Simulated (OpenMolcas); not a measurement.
**Si I: terms and fine structure**

| Item | Value |
| --- | --- |
| Program | OpenMolcas 26.06 |
| Method | CASSCF |
| Basis | ANO-RCC-VTZP [5s4p2d1f] |
| Scalar Hamiltonian | DKH2, point nucleus |
| Active space | 2 electrons in 3 orbitals (3p) |
| State averaging | 2S+1 = 3 even, 3 roots; 2S+1 = 1 even, 6 roots |
| Spin-orbit coupling | state interaction with AMFI integrals over the reference wave functions, term energies averaged over their components |

With spin-orbit coupling, above the lowest level:

```csv
Configuration,Term,J,E (cm⁻¹),Measured (cm⁻¹),g,Term weight %
3s² 3p²,³P,0,0.0,0.0,,100
3s² 3p²,³P,1,67.0,77.1,1.501,100
3s² 3p²,³P,2,197,223,1.501,100
3s² 3p²,¹D,2,8745,6299,1.000,100
3s² 3p²,¹S,0,21343,15394,,100
```

Against the 4 measured excited levels shown (NIST Handbook of Basic Atomic Spectroscopic Data) the mean absolute deviation is 2100 cm-1; the largest miss in energy is 3s² 3p² ¹S₀: computed 21343, measured 15394 cm⁻¹ (+38.6 %).

Spin-orbit coupling puts the lowest level 132 cm⁻¹ below the lowest spin-free term.

For ³P the intervals divided by the larger J are 67.0, 64.9 cm-1. Landé's interval rule makes them equal in pure LS coupling; they differ by 3 % of their mean. The multiplet is regular.

Without dynamic correlation excited terms often stand tens of per cent too high (terms of higher spin than the ground term too low), and those without a measured partner can miss by more than the paired ones. With the s shell closed, the reference lacks s² → p² mixing. Measured partners are found by configuration, term and J. A level has none where our copy of the source lacks it or the pairing is in doubt (some pairs that miss far off the trend of their configuration count as doubtful), and it then counts in no deviation. Only configurations of the active space appear.

The term weight is that of the spin-free term in the level, not the purity of its configuration.
